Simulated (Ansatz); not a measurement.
Reaction (hydrogenolysis of a C–C bond): `CCCCCC(C)(C)C` + H₂ → `CCCCCC(C)C` + CH₄

Isolated molecules relaxed with PBE0-D4/def2-TZVP in Ansatz; ΔE leaves out vibrations. CCSD(T)/CBS is the MP2 limit (def2-TZVPP, def2-QZVPP) plus CCSD(T) − MP2 in def2-TZVPP, frozen cores. This one scheme is used for every species. DFT in def2-TZVPP. B3LYP here is the variant with VWN-RPA as its local correlation; programs differ in this. HSE06 is defined as in plane-wave codes. One conformer a species, not always the lowest.

`CCCCCC(C)(C)C`:

Z-matrix (Å, degrees):
```
C
C 1 1.520
H 1 1.094 2 111.1
H 1 1.093 2 111.8 3 -120.0
H 1 1.092 2 111.2 3 119.9
C 2 1.525 1 113.9 3 55.6
H 2 1.095 1 109.2 3 -65.7
H 2 1.095 1 109.5 3 179.1
C 6 1.525 2 115.4 1 58.6
H 6 1.096 2 108.8 1 -178.7
H 6 1.096 2 108.6 1 -63.6
C 9 1.520 6 113.4 2 60.9
H 9 1.094 6 109.4 2 -62.3
H 9 1.094 6 108.1 2 -177.3
C 12 1.536 9 116.7 6 177.2
H 12 1.098 9 108.7 6 54.6
H 12 1.096 9 109.3 6 -60.5
C 15 1.527 12 111.0 9 -61.1
C 15 1.527 12 107.9 9 179.8
C 15 1.527 12 110.7 9 60.8
H 18 1.094 15 111.0 12 -56.0
H 18 1.094 15 110.6 12 -175.5
H 18 1.092 15 111.9 12 64.8
H 19 1.094 15 111.0 12 60.0
H 19 1.094 15 111.1 12 -179.9
H 19 1.094 15 111.0 12 -59.9
H 20 1.094 15 111.0 12 55.9
H 20 1.092 15 111.8 12 -64.8
H 20 1.094 15 110.6 12 175.4
```

H₂:

Cartesian coordinates in Å:
```
H 0.166 0.206 -0.262
H -0.166 -0.206 0.262
```

`CCCCCC(C)C`:

Cartesian coordinates in Å:
```
C -1.243 3.399 -1.051
C -1.703 1.979 -0.773
C -0.556 0.986 -0.686
C -1.015 -0.434 -0.398
C 0.101 -1.471 -0.409
C 1.231 -1.253 0.596
C 0.722 -1.201 2.029
C 2.284 -2.340 0.440
H -0.699 3.457 -1.999
H -2.085 4.092 -1.109
H -0.571 3.756 -0.265
H -2.400 1.656 -1.556
H -2.272 1.953 0.164
H 0.010 1.001 -1.627
H 0.144 1.320 0.089
H -1.538 -0.456 0.565
H -1.763 -0.722 -1.145
H -0.333 -2.463 -0.228
H 0.536 -1.511 -1.416
H 1.709 -0.292 0.370
H 0.031 -0.371 2.190
H 0.197 -2.126 2.287
H 1.550 -1.082 2.733
H 3.126 -2.179 1.118
H 1.861 -3.325 0.664
H 2.675 -2.373 -0.581
```

CH₄:

Z-matrix (Å, degrees):
```
C
H 1 1.090
H 1 1.090 2 109.5
H 1 1.090 2 109.5 3 -120.0
H 1 1.090 2 109.5 3 120.0
```

```tsv
level	ΔE (kJ/mol)	difference from CCSD(T)/CBS
LDA (SPW92)	-57.2	5.0
PBE-D4	-66.1	-3.9
revPBE-D4	-57.6	4.6
BLYP-D4	-67.1	-4.9
r2SCAN-D4	-67.1	-4.9
B97M-V	-71.6	-9.4
PBE0-D4	-68.3	-6.1
r2SCANh-D4	-67.8	-5.6
r2SCAN0-D4	-68.8	-6.6
HSE06-D4	-69.0	-6.8
BHLYP-D4	-74.3	-12.1
CAM-B3LYP-D4	-71.7	-9.5
ωB97X-V	-65.7	-3.5
ωB97M-V	-64.6	-2.4
B2PLYP	-76.6	-14.4
PBE-QIDH	-68.3	-6.1
PBE	-77.6	-15.4
revPBE	-87.1	-24.9
BLYP	-90.5	-28.3
r2SCAN	-70.8	-8.6
PBE0	-78.4	-16.2
B3LYP	-88.2	-26.0
r2SCANh	-71.7	-9.5
r2SCAN0	-73.0	-10.8
HSE06	-78.4	-16.2
BHLYP	-87.4	-25.2
CAM-B3LYP	-82.0	-19.8
HF/def2-SVP	-98.2	-36.0
CCSD/def2-SVP	-68.1	-5.9
CCSD(T)/def2-SVP	-62.6	-0.4
HF/def2-TZVPP	-98.1	-35.9
MP2/def2-TZVPP	-55.9	6.3
SCS-MP2/def2-TZVPP	-63.3	-1.1
CCSD/def2-TZVPP	-68.4	-6.2
CCSD(T)/def2-TZVPP	-62.1	0.1
MP2/def2-QZVPP	-55.9	6.3
SCS-MP2/def2-QZVPP	-63.6	-1.4
HF/CBS(def2)	-98.1	-35.9
MP2/CBS(def2)	-55.9	6.3
CCSD/CBS(def2)	-68.4	-6.2
CCSD(T)/CBS	-62.2	0
```

Largest T1 diagnostic among the species: 0.009.

Leaving LDA and LC-ωPBE aside and taking each functional with its dispersion term where it has one, the values spread over 19.0 kJ/mol, from B2PLYP to revPBE-D4. LDA lies +20.4 kJ/mol from PBE without D4. In def2-TZVPP, CCSD(T) changes the Hartree–Fock value by +35.9 kJ/mol (the triples alone add +6.2 kJ/mol) and MP2 by +42.2 kJ/mol. From BLYP to BHLYP (50 % exact exchange), in def2-TZVPP and without D4, ΔE moves by +3.1 kJ/mol.

CCSD(T)/CBS has its own doubt, a few kJ/mol and more with outer-core shells, so smaller differences from it don't rank the levels.
